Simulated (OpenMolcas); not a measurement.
Ge III: from CASSCF to CASPT2

```json
{
 "Program": "OpenMolcas 26.06",
 "Basis": "ANO-R1 [5s4p3d1f]",
 "Scalar Hamiltonian": "X2C, finite nucleus",
 "Active space": "2 electrons in 4 orbitals (4s 4p)",
 "State averaging": "2S+1 = 3 even, 3 roots; 2S+1 = 1 even, 7 roots; 2S+1 = 3 odd, 3 roots; 2S+1 = 1 odd, 3 roots",
 "Spin-orbit coupling": "RASSI with atomic mean-field integrals over the reference wave functions, term energies averaged over their components"
}
```

Methods on the same reference wave functions:
A. CASSCF
B. SS-CASPT2, IPEA 0.25 Eh, imaginary shift 0.1 Eh (closed shells correlated: 3d)
C. MS-CASPT2, IPEA 0.25 Eh, imaginary shift 0.1 Eh (closed shells correlated: 3d)

Energies in cm⁻¹ above 4s² ¹S₀, the measured ground level; measured values from Sugar and Musgrove, J. Phys. Chem. Ref. Data 22, 1213 (1993).

```json
{"Level": "4s² ¹S₀", "A": "0.0", "B": "0.0", "C": "0.0", "Measured": "0.0"}
{"Level": "4s 4p ³P°₀", "A": "58190", "B": "59133", "C": "59262", "Measured": "61734"}
{"Level": "4s 4p ³P°₁", "A": "58944", "B": "59883", "C": "60011", "Measured": "62500"}
{"Level": "4s 4p ³P°₂", "A": "60520", "B": "61464", "C": "61592", "Measured": "64144"}
{"Level": "4s 4p ¹P°₁", "A": "98820", "B": "92535", "C": "92663", "Measured": "91873"}
{"Level": "4p² ³P₀", "A": "143709", "B": "143359", "C": "143486", "Measured": "147685"}
{"Level": "4p² ³P₁", "A": "144573", "B": "144252", "C": "144380", "Measured": "148640"}
{"Level": "4p² ³P₂", "A": "145956", "B": "145404", "C": "145532", "Measured": "150372"}
{"Level": "4p² ¹D₂", "A": "155887", "B": "148903", "C": "149031", "Measured": "144975"}
{"Level": "4p² ¹S₀", "A": "178342", "B": "171384", "C": "171642", "Measured": "174114"}
```

Deviations, from unrounded energies. A percentage is the sum of absolute deviations over the sum of measured energies, with the sign that they share, or ± where signs differ.

```csv
Against measurement,Levels,A,B,C
mean absolute deviation (cm-1),9,5000,3200,3100
other configurations (%),9,±4.3,±2.8,±2.7
```

B, C lie about equally close to measurement and A furthest from it. The largest miss of C in the table is 4p² ³P₂, by -4800 cm-1. The ranking rests on the paired levels alone, and a cruder setting can come out closer through cancelling errors.

Between B and C the level of the table that moves most is 4p² ¹S₀, by 260 cm-1 (lowest in B, highest in C).

The lowest spin-free term lies below A's lowest term by 0.368 hartree in B, 0.368 hartree in C.

The ¹D term of p² mixes with s d, which this space lacks. Some levels mix across a computed gap that differs much from the measured one, so their mixing is not that of the real levels (holds for B; C). Measured partners are found by configuration, term and J. A level has none where our copy of the source lacks it or the pairing is in doubt (some pairs that miss far off the trend of their configuration count as doubtful), and it then counts in no deviation. Levels of configurations outside the active space are missing.

° marks odd parity.
